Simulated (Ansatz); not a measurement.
Reaction (isomerisation): `OC1CC[Se]1` → `C=C[Se]CO`

Calculated with Ansatz (gas phase, PBE0-D4/def2-TZVP geometries, no zero-point term in ΔE). CCSD(T)/CBS is the MP2 limit (def2-TZVPP, def2-QZVPP) plus CCSD(T) − MP2 in def2-TZVPP, frozen cores. Functionals use def2-TZVPP. B3LYP here is the variant with VWN-RPA as its local correlation; programs differ in this. For Se outer-core shells are correlated without core-valence functions, which leaves a few kJ/mol of doubt a bond. Scalar relativity is left out up to krypton. One conformer a species, not always the lowest.

`OC1CC[Se]1`:

```xyz
11

O     0.634    1.175   -1.300
C     0.019    0.977   -0.070
C    -0.781   -0.321   -0.094
C     0.234   -1.271    0.541
Se    1.214    0.237    1.358
H     1.252    1.907   -1.232
H    -0.513    1.868    0.271
H    -1.106   -0.590   -1.103
H    -1.661   -0.221    0.542
H    -0.161   -1.977    1.267
H     0.868   -1.784   -0.179
```

`C=C[Se]CO`:

Z-matrix (Å, degrees):
```
C
O 1 1.389
Se 1 1.962 2 115.0
H 1 1.096 2 112.9 3 121.9
H 1 1.089 2 107.7 3 -117.6
H 2 0.962 1 108.8 3 -57.0
C 3 1.894 1 95.8 2 80.6
C 7 1.326 3 124.2 1 -144.7
H 7 1.088 3 114.6 1 39.2
H 8 1.084 7 122.1 3 4.2
H 8 1.085 7 120.6 3 -174.9
```

Q: Is it downhill or uphill in electronic energy at CCSD(T)/CBS, and by how much? (An estimate is asked.)

A: The calculation gave: Uphill: ΔE = +38.6 kJ/mol.

Q: What do these levels give: PBE-D4, r2SCAN-D4, PBE0-D4, B3LYP-D4, ωB97M-V, B3LYP, HF/def2-TZVPP, SCS-MP2/def2-TZVPP, CCSD(T)/def2-TZVPP, HF/def2-QZVPP, MP2/def2-QZVPP, SCS-MP2/def2-QZVPP? (An estimate is asked.)

A: Ansatz gave: PBE-D4 38.2, r2SCAN-D4 35.8, PBE0-D4 47.4, B3LYP-D4 25.4, ωB97M-V 40.6, B3LYP 22.0, HF/def2-TZVPP 22.1, SCS-MP2/def2-TZVPP 39.9, CCSD(T)/def2-TZVPP 38.4, HF/def2-QZVPP 21.1, MP2/def2-QZVPP 45.4, SCS-MP2/def2-QZVPP 39.8 kJ/mol.

Largest T1 diagnostic among the species: 0.011.

From PBE to PBE0 (25 % exact exchange), in def2-TZVPP and without D4, ΔE moves by +9.7 kJ/mol. In def2-TZVPP, CCSD(T) changes the Hartree–Fock value by +16.3 kJ/mol (the triples alone add −0.0 kJ/mol) and MP2 by +23.5 kJ/mol.
